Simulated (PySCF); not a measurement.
A structure optimised at B3LYP-D3(BJ)/def2-SVP, used in a PySCF frequency run:

```xyz
5

F      1.9294     0.6770     0.0000
Si     0.3398     0.4199     0.0000
Cl    -0.5886     2.2402     0.0000
Br    -0.1731    -0.7151    -1.8158
Br    -0.1731    -0.7151     1.8158
```
Charge 0, spin multiplicity 1.

Q: Write its SMILES, formula and point group.

A: F[Si](Cl)(Br)Br, Br₂ClFSi, Cs

Q: What are its rotational constants (standard atomic weights)?

A: 1.3889, 0.81791, 0.63191 GHz
